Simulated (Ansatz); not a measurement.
The first iterations of a band of CH5NOSSi (10 atoms, charge 0, multiplicity 1).

Method: RKS PBE0-D4/STO-3G in Ansatz.

```yaml
movable_images: 2
climbing_image: no
spring: 5.0 eV/Å²
optimiser: quadratic models (default)
start_path: through a guess of the saddle point
force_threshold: 0.03 eV/Å
iteration_limit: 60
end_points: relaxed
```

Initial state:

```xyz
10
Properties=species:S:1:pos:R:3
O -1.267 -0.694 2.342
Si 0.312 -0.342 1.726
N -0.087 -0.386 -0.136
C 0.320 0.465 -1.079
S 0.635 0.031 -2.752
H -1.243 -1.691 2.543
H 0.167 1.128 1.758
H -0.300 -1.337 -0.541
H 0.561 1.484 -0.744
H 0.984 1.291 -3.114
```

Final state:

```xyz
10
Properties=species:S:1:pos:R:3
O -1.562 -0.575 1.655
Si -0.064 0.055 1.176
N 0.815 -0.866 -0.081
C 0.306 0.542 -0.542
S -0.950 0.516 -1.830
H -1.901 -1.044 0.820
H 0.581 0.704 2.291
H 1.863 -0.759 0.055
H 1.108 1.273 -0.726
H -0.113 0.103 -2.815
```

| iteration | highest image above the first end (eV) | largest band force component (eV/Å) |
| --- | --- | --- |
| 1 | 5.749 | 14.221 |
| 2 | 1.492 | 4.514 |
| 3 | 0.872 | 1.699 |
| 4 | 0.603 | 1.288 |
| 5 | 0.485 | 0.481 |
| 6 | 0.390 | 1.007 |

Question: Does the band converge within its limit, and where does its top end?

Answer: It converged. It ended after 19 iterations with the highest image 0.210 eV above the first end. The dihedral H8–N3–C4–H9 jumps by 145° between images 1 and 2, so the path isn't resolved there. No image climbed, so the highest image needn't sit at the top of the path. A band with more images between the same ends climbed to 0.62 eV, so this one has probably stepped over the top. So few images can step over the top or miss a turn of the path. Limits of this set-up: minimal basis.

The run took 90 s on 1 thread of Arm Neoverse V1, on a shared host, peak memory 0.11 GiB.
